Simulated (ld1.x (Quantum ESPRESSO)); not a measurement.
**Ag: RRKJ pseudisation with PBE, scalar-relativistic reference atom.**

```
Element                 : silver
Generator               : ld1.x (Quantum ESPRESSO) 7.5
Type                    : norm-conserving RRKJ (Kleinman–Bylander form)
Functional              : PBE
Relativity              : scalar-relativistic
Frozen core             : [Ar] 3d10
Valence charge          : 19
Reference configuration : 4s2 4p6 4d10 5s1 5p0
Partial waves           : 4s (bound): rc 1.15 bohr; 4p (bound): rc 1.70 bohr; 4d (bound): rc 1.25 bohr
Local potential         : the d channel
Core correction         : a·sin(br)/r model core, default radius (core density twice the valence density)
rho0                    : 0.005
```

Occupied shells without a wave of their own: 5s. They enter only through the test configuration that unscreens the potential, and ld1.x also counts them in the model core charge.

What the tests gave:

| Quantity | Value |
| --- | --- |
| Cutoffs needed | 100 Ry and 140 Ry (the cutoffs (Ry, on a coarse ladder) from which the occupation-weighted sum of valence levels, in a spherical-Bessel basis at the reference potential, stays within 10 and 1 mRy of its value at 400 Ry) |
| Ghost test | no extra level below or beside the all-electron valence levels (s, p, d, f tested) (spherical-Bessel basis up to 400 Ry, 20 bohr box) |
| Largest excitation error | -395 meV (all-electron minus pseudo) for 4s2 4p6 4d7 5s0 5p0, out of 7 test configurations |

ld1.x takes every shell without a wave as core, so the model core holds the 5s electrons as well and exchange and correlation see them twice. This cancels in the reference configuration, but the file is broken for other ones, and its errors say nothing about a proper core correction.

Generation and tests took about 2.1 s on one core of a shared server CPU.
